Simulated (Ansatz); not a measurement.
Ansatz results at the PBE0-D4/def2-TZVP geometry: size of the dipole moment (ωB97M-V/def2-TZVPP) 1.16 D; size of the dipole moment (PBE/def2-TZVPP) 1.26 D; HOMO–LUMO gap (PBE/def2-TZVPP) 4.81 eV.

(1) Which molecule gave them?
A. `BCSBO`
B. `CSCS`
C. `CB1N[SiH2]1`
D. `C=C(N)B(C)O`

Answers

(1) C. The others give `BCSBO`: 1.63, 1.64, 5.11; `C=C(N)B(C)O`: 1.56, 1.61, 3.56; `CSCS`: 0.59, 0.60, 4.43.
